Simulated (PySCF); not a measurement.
**H4Ge, SMILES `[GeH4]` (charge 0, multiplicity 1)**

Calculation: PBE-D3(BJ)/def2-TZVP // PBE0-D3(BJ)/def2-SVP (PySCF).

```json
{
 "HOMO": "-8.34 eV",
 "dipole_moment": "0.000 e·Å",
 "LUMO": "0.17 eV",
 "HOMO–LUMO gap": "8.51 eV",
 "total_energy": "-2079.0593 Ha",
 "cost": "about 18 core-seconds (a rough figure)"
}
```

```xyz
5

Ge     0.0000     0.0000     0.0000
H     -0.8804    -0.5203    -1.1471
H      0.3074     1.4888    -0.2250
H      1.3149    -0.7945     0.0374
H     -0.7418    -0.1740     1.3346
```
